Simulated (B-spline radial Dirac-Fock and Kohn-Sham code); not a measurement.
**EELS cross sections of the Cs L2 edge**

System: neutral cesium, configuration [Xe] 6s1. Method: the first Born approximation with generalised oscillator strengths from a Dirac-Hartree-Slater potential (longitudinal and transverse terms; continuum final states only, so no white lines or fine structure). Computed with an atomic code on a B-spline grid. The edge is taken at 5359.0 eV (tabulated value).

Partial cross sections σ(β, Δ) in barn, integrated over a window Δ above the edge and up to the collection semi-angle β, for parallel illumination:

```
E₀ (kV)  β (mrad)  Δ = 25 eV  Δ = 50 eV  Δ = 100 eV  Δ = 200 eV  Δ = 300 eV
     60         5     0.0263     0.0502      0.0963       0.183       0.262
     60        10      0.104      0.198       0.380       0.721        1.03
     60        50       1.82       3.47        6.68        12.8        18.3
     60       100       4.11       7.82        15.1        28.9        41.8
     80         5     0.0366     0.0698       0.134       0.255       0.364
     80        20      0.523      0.997        1.92        3.65        5.23
     80        50       2.12       4.05        7.79        14.9        21.5
    100         5          ?          ?           ?           ?           ?
    100        10      0.182      0.348       0.668        1.27        1.82
    120        10      0.222      0.424       0.814        1.55        2.22
    200         5      0.105      0.201       0.387       0.735        1.05
    300        20       1.44       2.75        5.30        10.2        14.7
    300        50       2.80       5.34        10.3        19.9        28.8
    300       100       3.55       6.78        13.1        25.3        36.9
```

**Question.** Give the row for 100 kV and 5 mrad.

**Answer.** 0.0472 b for 25 eV, 0.0900 b for 50 eV, 0.173 b for 100 eV, 0.328 b for 200 eV, 0.470 b for 300 eV.
